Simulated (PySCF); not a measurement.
A calculated (M06-L, PySCF 2.14, cc-pVTZ-DK, scalar relativity by spin-free X2C-1e) atom or ion has these occupied shells.

```tsv
shell	electrons	orbital energy (eV)	rms radius, mean of both spins (bohr)
1s α	1	-11744.5	0.0524
1s β	1	-11744.4	0.0524
2s α	1	-1510.9	0.219
2s β	1	-1510.9	0.219
2p α	3	-1322.9	0.196
2p β	3	-1322.8	0.196
3s α	1	-206.91	0.639
3s β	1	-206.81	0.639
3p α	3	-147.70	0.667
3p β	3	-147.58	0.667
3d α	5	-51.438	0.757
3d β	5	-51.246	0.757
4s α	1	-24.238	2.03
4s β	1	-22.091	2.03
4p α	2	-14.054	2.43
```

Name the element and its charge.

As⁺ (arsenic, charge +1), in [Ar] 3d10 4s2 4p2, high-spin 3P determinant.
